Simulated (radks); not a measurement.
Values are calculated unless marked as measured or tabulated.
All-electron atom: the beryllium ion Be+ in [He] 2s1. Code: a radial shooting solver on a logarithmic mesh with Libxc functionals. Model: scalar-relativistic Kohn-Sham, BLYP, spin-polarised, spherical densities, point nucleus; open shells are filled with parallel spins first.

Local quantities along the radius. ELF = 1/(1 + alpha^2) is the electron localisation function; alpha = (tau - tau_W)/tau_unif compares the Pauli kinetic energy density with that of the uniform gas (summed over spins). tau is taken from the large components.

```
   r/bohr * ELF (the largest magnitude, 1, reaches the edge; | marks zero)
  0.02565 |                                                      *
  0.03133 |                                                      *
  0.03858 |                                                      *
  0.04712 |                                                      *
  0.05801 |                                                      *
  0.07085 |                                                      *
  0.08724 |                                                      *
   0.1066 |                                                      *
   0.1301 |                                                      *
   0.1602 |                                                      *
   0.1957 |                                                      *
    0.241 |                                                      *
   0.2943 |                                                      *
   0.3624 |                                                      *
   0.4426 |                                                      *
   0.5406 |                                                     *
   0.6656 |                                           *
   0.8129 |         *
    1.001 |  *
    1.222 |        *
    1.505 |                                              *
    1.838 |                                                      *
    2.245 |                                                      *
    2.765 |                                                      *
    3.377 |                                                      *
    4.157 |                                                      *
    5.078 |                                                      *
    6.252 |                                                      *
    7.636 |                                                      *
```

On this mesh the ELF has minima near r = 1.0 bohr, which separate the shells.
